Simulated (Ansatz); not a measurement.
Mulliken charges of Br2H2O2Zr (`[OH][Zr]([OH])([Br])[Br]`) from PBE/def2-TZVPP in Ansatz (PBE0-D4/def2-TZVP geometry).

```json
{"atom": "O1", "x (Å)": "-1.183", "y (Å)": "0.712", "z (Å)": "0.989", "charge (e)": "-0.449"}
{"atom": "Zr2", "x (Å)": "-0.047", "y (Å)": "0.075", "z (Å)": "-0.381", "charge (e)": "1.079"}
{"atom": "O3", "x (Å)": "1.346", "y (Å)": "-0.976", "z (Å)": "0.345", "charge (e)": "-0.449"}
{"atom": "Br4", "x (Å)": "-1.394", "y (Å)": "-1.338", "z (Å)": "-1.967", "charge (e)": "-0.285"}
{"atom": "Br5", "x (Å)": "0.959", "y (Å)": "2.041", "z (Å)": "-1.585", "charge (e)": "-0.285"}
{"atom": "H6", "x (Å)": "-1.673", "y (Å)": "0.965", "z (Å)": "1.766", "charge (e)": "0.195"}
{"atom": "H7", "x (Å)": "1.991", "y (Å)": "-1.480", "z (Å)": "0.834", "charge (e)": "0.195"}
```

Problem. By hand: the dipole of these point charges (1 e Å = 4.8032 D).

Solution. Σ q r = (0.062, -0.101, 0.509) e Å, of length 0.523 e Å = 2.51 D.

Problem. How does the dipole of the full density compare? (Best estimate.)

Solution. Computed: (0.099, -0.159, 0.805) e Å, 3.97 D; the point charges give 0.63 times that, at 0° from its direction.

Point charges leave out the atoms' own dipoles, such as those of lone pairs, and Mulliken's split depends on the basis, so the two needn't agree.
